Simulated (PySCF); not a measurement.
Calculation: ωB97X-D3(BJ)/def2-TZVP // PBE0-D3(BJ)/def2-TZVP run with PySCF 2.14.0. All species are isolated molecules in the gas phase. One relaxed conformer stands for a flexible species; it need not be the lowest. Excitations are Tamm–Dancoff values on a coarser integration grid. The basis has no diffuse functions, so Rydberg states are missing or too high.

Reference species (SMILES): `C=[SiH2]` (neutral, multiplicity 1).

- T1 excitation (TDA): 2.84 eV
- S1 oscillator strength: 0.362

Changed species: `C=[SiH]O` (C–Si–O–H torsion 0°) (X = hydroxy; the reference has X = H).

### Question
Give the shifts of the T1 excitation (TDA) and S1 oscillator strength.

### Answer
the T1 excitation (TDA) goes up by 0.73 eV, to 3.57 eV; the S1 oscillator strength falls by 0.331, to 0.031.
